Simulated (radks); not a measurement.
The beryllium ion Be+, configuration [He] 3d1 (not the ground configuration).

Method: non-relativistic Kohn-Sham, PBE, spin-unpolarised, spherical densities, point nucleus; without spin polarisation the odd electron is poorly described; computed with a radial shooting solver on a logarithmic mesh with Libxc functionals.

Energy parts (eV):
total: -376.583
kinetic: 375.220
electron-nucleus: -825.150
Hartree: 137.476
exchange-correlation: -64.129

Orbitals (lengths in bohr, moments of r in powers of bohr):
[
 {"orbital": "1s", "occ.": "2", "eigenvalue (eV)": "-126.3108", "<r^2>": "0.2373"},
 {"orbital": "2s", "occ.": "0", "eigenvalue (eV)": "-16.7725", "<r^2>": "5.649"},
 {"orbital": "2p", "occ.": "0", "eigenvalue (eV)": "-13.0987", "<r^2>": "5.840"},
 {"orbital": "3d", "occ.": "1", "eigenvalue (eV)": "-4.2980", "<r^2>": "32.00"}
]

The highest occupied level is 3d at -4.298 eV. The configuration is held as typed, so some empty levels lie below it. The electron density at the nucleus is 34.71 e/bohr^3. Virial ratio -V/T = 2.00363.
